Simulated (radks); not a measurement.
Values are calculated unless marked as measured or tabulated.
Initial-state core-level shifts of neutral titanium when its valence configuration changes from [Ar] 3d2 4s2. Level of theory: non-relativistic Kohn-Sham, TPSS, spin-polarised, spherical densities, point nucleus; open shells are filled with parallel spins first; meta-GGA in the generalised Kohn-Sham scheme (a radial shooting solver on a logarithmic mesh with Libxc functionals). Shifts are changes of the shell-averaged eigenvalues in eV (positive: less bound); the change of the density at the nucleus, which sets a Mossbauer isomer shift, is in e/bohr^3, on a base of 7141.

[
 {"valence": "3d3 4s1", "1s": "+3.792", "2s": "+4.351", "2p": "+4.297", "3s": "+3.923", "density at nucleus": "-3.3491"},
 {"valence": "3d4", "1s": "+5.659", "2s": "+6.625", "2p": "+6.531", "3s": "+6.007", "density at nucleus": "-6.1882"},
 {"valence": "3d2 4s1 4p1", "1s": "-1.038", "2s": "-1.037", "2p": "-1.036", "3s": "-1.017", "density at nucleus": "-2.1867"},
 {"valence": "3d1 4s1 4p2", "1s": "-7.513", "2s": "-8.445", "2p": "-8.357", "3s": "-7.287", "density at nucleus": "-0.1868"},
 {"valence": "3d1 4s2 4p1", "1s": "-6.726", "2s": "-7.647", "2p": "-7.563", "3s": "-6.514", "density at nucleus": "+2.8947"},
 {"valence": "3d2.5 4s1.5", "1s": "+2.097", "2s": "+2.420", "2p": "+2.390", "3s": "+2.143", "density at nucleus": "-1.9070"},
 {"valence": "3d2 4p2", "1s": "-2.259", "2s": "-2.189", "2p": "-2.192", "3s": "-2.221", "density at nucleus": "-5.1442"},
 {"valence": "3d2 4s1.5 4p0.5", "1s": "-0.604", "2s": "-0.602", "2p": "-0.602", "3s": "-0.589", "density at nucleus": "-1.0488"},
 {"valence": "3d1.5 4s2 4p0.5", "1s": "-3.199", "2s": "-3.614", "2p": "-3.576", "3s": "-3.146", "density at nucleus": "+1.3330"}
]
